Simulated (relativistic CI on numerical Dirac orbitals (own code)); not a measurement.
## Slater and spin-orbit integrals, Ir XLI

Method of calculation: Dirac-Coulomb-Breit CI, separate exchange-only KLI orbitals for each configuration, a model potential for QED, unscaled Slater integrals (own radial code, finite nucleus).

Slater integrals F^k, G^k are unscaled and averaged over j, outside the closed core [Ar] 3d10; ζ comes from projecting the Hamiltonian with its Breit term on Σ l·s of the shell.

- 4s2 4p6 4d: ζ(4d) = 76428 cm⁻¹; <r>(4d) = 0.3931, <r^2>(4d) = 0.1766 (bohr units).
- 4s2 4p6 4f: ζ(4f) = 13816 cm⁻¹; <r>(4f) = 0.3653, <r^2>(4f) = 0.1507 (bohr units).
- 4s2 4p5 4d2: ζ(4p) = 606660, F^2(4d,4d) = 254690, F^4(4d,4d) = 173650, F^2(4p,4d) = 254850, G^1(4p,4d) = 314920, G^3(4p,4d) = 202200, ζ(4d) = 76134 cm⁻¹; <r>(4p) = 0.3938, <r^2>(4p) = 0.1756, <r>(4d) = 0.3931, <r^2>(4d) = 0.1767 (bohr units).

(1) Give the Racah parameters of the d shell in 4s2 4p5 4d2.

Averages of the first 10 configurations, taken without configuration mixing, which lowers the lowest level and can move excited configurations by several eV; other configurations of the list can lie among them:

```tsv
Configuration	Parity	States	Average energy above the lowest level (eV)
4s2 4p6 4d	even	10	16.4
4s2 4p6 4f	odd	14	235.1
4s2 4p5 4d2	odd	270	240.1
4s 4p6 4d2	even	90	436.5
4s2 4p5 4d 4f	even	840	456.2
4s 4p6 4d 4f	odd	280	652.9
4s2 4p6 5s	even	2	576.9
4s2 4p6 5p	odd	6	661.0
4p6 4d3	even	120	861.5
4p5 4d4	odd	1260	1081.7
```

Results:

(1) B = F²/49 − 5F⁴/441 = 3229 cm⁻¹ and C = 35F⁴/441 = 13782 cm⁻¹.
